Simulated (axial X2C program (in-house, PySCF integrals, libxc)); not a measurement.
**RbP⁻: cheaper levels and CCSD(T), 2c**

All values were computed with an axial X2C code built on PySCF integrals. Two-component (2c) means X2C with spin–orbit coupling and atomic mean-field two-electron Coulomb and Gaunt terms. Basis: Rb dyall-acv3z [13s14p9d4f1g], P dyall-av3z [9s8p3d2f] (cores contracted in-house); Gaussian nuclei, density fitting, unrestricted open shells. Masses: Rb 84.912 u, P 30.974 u.

State: Ω = 3/2 (⟨Sz⟩ = 1.50, ⟨Lz⟩ = 0.00 at HF); fragments Rb- + P for HF; Rb + P- for MP2, CCSD, BHandHLYP, CCSD(T).

```json
{"level": "HF", "Re (Å)": "3.419", "ωe (cm⁻¹)": "135.0", "De (eV)": "n/a"}
{"level": "MP2", "Re (Å)": "3.335", "ωe (cm⁻¹)": "139.8", "De (eV)": "1.05"}
{"level": "CCSD", "Re (Å)": "3.357", "ωe (cm⁻¹)": "137.5", "De (eV)": "1.09"}
{"level": "BHandHLYP", "Re (Å)": "3.352", "ωe (cm⁻¹)": "136.7", "De (eV)": "1.04"}
```

Correlated methods: 15 electrons correlated (number of frozen shells: Rb 3 s, 2 p, 1 d; P 2 s, 1 p), 281 virtual spin orbitals or spinors in MP2, 90 natural virtuals in coupled cluster.

CCSD(T), same Hamiltonian and basis:

Re = 3.352 Å, ωe = 137.6 cm⁻¹, De = 1.04 eV; T1 = 0.012 (Lee–Taylor normalisation).

Question: Give the differences from CCSD(T) in the columns below.

Answer: 

```json
{"level": "HF", "ΔRe (Å)": "0.067", "Δωe (cm⁻¹)": "-2.6", "ΔDe (eV)": "n/a"}
{"level": "MP2", "ΔRe (Å)": "-0.017", "Δωe (cm⁻¹)": "2.2", "ΔDe (eV)": "0.01"}
{"level": "CCSD", "ΔRe (Å)": "0.005", "Δωe (cm⁻¹)": "-0.1", "ΔDe (eV)": "0.05"}
{"level": "BHandHLYP", "ΔRe (Å)": "0.000", "Δωe (cm⁻¹)": "-0.9", "ΔDe (eV)": "0.00"}
```

The state is a single determinant with fixed occupations, the lowest that a limited PBE0 search found. Dissociation energies refer to the lowest single-determinant-based atoms at the same level and basis. De is not given where an atomic determinant may have missed its ground term or J level, or where the truncated virtual space spoils (T). Density functionals use the spin component along the axis (collinear). CCSD and (T) use frozen natural virtuals with an MP2 correction for the truncation; (T) itself is uncorrected, so its De runs slightly low. In 2c an atomic determinant is not the ground J level, so De misses part of the atomic spin–orbit lowering. This holds for CCSD, BHandHLYP. Other states lie close and PBE0, whose exact exchange favours high spin, may order them wrongly; the determinant shown need not be the ground state. The nearest other spin-free determinant of the search, M_S = 1/2, Λ = 0, lies 0.02 eV up at the distance of the search. The functionals have no current-density term, which raises determinants with orbital currents, atoms included. With several unpaired electrons one determinant need not be a pure state. A state of lower Ω lies just above, and one determinant can place such states too high, so the state shown need not be the lowest. The search has Ω = 1/2 only 0.02 eV up. The highest occupied level of some functionals is positive through self-interaction error; at Hartree–Fock it is bound. This is the top spin component of a Σ state; components of lower Ω are not single determinants and can lie lower.
